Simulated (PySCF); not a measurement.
A structure optimised at PBE0-D3(BJ)/def2-SVP, used in a PySCF frequency run:

```xyz
12

B     -0.2086    -0.1407     0.0000
Cl     0.3905    -1.8268     0.0000
C      0.8334     1.0386     0.0000
C      0.2495     2.4459     0.0000
H      1.4971     0.8920    -0.8713
H      1.4971     0.8920     0.8713
H     -0.3782     2.6246     0.8887
H     -0.3782     2.6246    -0.8887
H      1.0317     3.2203     0.0000
N     -1.5870     0.0491     0.0000
H     -2.2490    -0.7154     0.0000
H     -2.0052     0.9699     0.0000
```

Problem. Write its SMILES, formula and point group.

Solution. CCB(N)Cl, C2H7BClN, Cs

Problem. What are its rotational constants (standard atomic weights)?

Solution. 7.4040, 2.1773, 1.7182 GHz
